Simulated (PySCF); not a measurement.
C₃H₈As, SMILES [CH2][As](C)C, multiplicity 2.

Geometry optimised at r2SCAN-D4/def2-SVP. The isomer is the one that the SMILES or the coordinates give; other isomers of the formula were not compared.

Calculation: TDA-PBE/def2-SVPD run with PySCF 2.14.0.

Vertical excitations. The molecule is in vacuum.

Computed lowest excited states:
```csv
state,energy (eV),λ (nm),f,main pairs
root 1,3.33,372,0.046,β HOMO→LUMO 94 %
root 2,4.40,282,0.020,α HOMO→LUMO 95 %
root 3,4.57,271,0.013,α HOMO→LUMO+1 96 %
root 4,4.72,262,0.022,"α HOMO→LUMO+2 78 %, β HOMO−2→LUMO 19 %"
root 5,4.86,255,0.012,β HOMO−1→LUMO 97 %
root 6,5.06,245,0.038,"α HOMO→LUMO+2 15 %, β HOMO−2→LUMO 76 %"
root 7,5.47,227,0.038,α HOMO→LUMO+3 98 %
root 8,5.71,217,0.017,"α HOMO→LUMO+4 48 %, α HOMO−1→LUMO 8 %, β HOMO→LUMO+1 41 %"
root 9,5.95,208,0.004,"α HOMO→LUMO+4 50 %, α HOMO−1→LUMO 16 %, β HOMO→LUMO+1 31 %"
root 10,5.99,207,0.018,"α HOMO→LUMO+5 82 %, β HOMO→LUMO+3 9 %"
```
Unrestricted roots are not spin-pure.
